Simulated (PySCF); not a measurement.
Electron correlation in Li (lithium, neutral)

[He] 2p1, 2P determinant (an excited configuration). Calculation: PySCF 2.14, in aug-cc-pCVTZ-DK (7s6p4d2f, 59 functions); the spin-free X2C one-electron Hamiltonian (Gaussian nucleus). Frozen: nothing; 3 electrons correlated.

MP2 pair energies summed by pair of shells (mhartree):

```
 pair  energy  share (%)
1s-1s  -35.97       97.5
1s-2p   -0.94        2.5
```

Total MP2 correlation energy: -36.91 mhartree.

Same-spin part -0.48 and opposite-spin part -36.43 mhartree; SCS-MP2 scales them by 1/3 and 6/5 to -43.87 mhartree.
